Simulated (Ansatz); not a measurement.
Program: Ansatz. Geometries: PBE0-D4/def2-TZVP. ΔE: electronic, gas phase. CCSD(T)/CBS adds triple-zeta CCSD(T) − MP2 to the extrapolated MP2 energy (def2 sets, frozen cores). This one scheme is used for every species. Functionals use def2-TZVPP. For Zn outer-core shells are correlated without core-valence functions, which leaves a few kJ/mol of doubt a bond. Scalar relativity is left out up to krypton.

Reaction (hydrogenolysis of a C–Cl bond): `Cl[CH]1C[O][Zn]1` + H₂ → `C1[CH2][Zn][O]1` + HCl

CCSD(T)/CBS gives -83.6 kJ/mol.

Another level gave -83.2 kJ/mol. Which?
A. PBE-D4/def2-TZVPP
B. BLYP/def2-TZVPP
C. r2SCAN0/def2-TZVPP
D. CCSD/def2-TZVPP

C. r2SCAN0 -83.2, BLYP -75.9, CCSD/def2-TZVPP -93.6, PBE-D4 -67.3 kJ/mol.

What do rigid-rotor, harmonic-oscillator terms from PBE0-D4/def2-TZVP frequencies (298.15 K, 1 bar) make of the CCSD(T)/CBS value? (Best estimate.)

Ansatz gave: ΔZPE = +13.9 kJ/mol, ΔH = -72.1 kJ/mol, ΔS = 28 J/(mol·K), ΔG = -80.4 kJ/mol.

Largest T1 diagnostic among the species: 0.020, so the coupled-cluster value is less sure than usual.

From BLYP to BHLYP (50 % exact exchange), in def2-TZVPP and without D4, ΔE moves by −17.8 kJ/mol. At CCSD(T), def2-SVP lies −4.0 kJ/mol from the extrapolated value and def2-TZVPP −3.2 kJ/mol.

CCSD(T)/CBS has its own doubt, a few kJ/mol and more with outer-core shells, so smaller differences from it don't rank the levels.
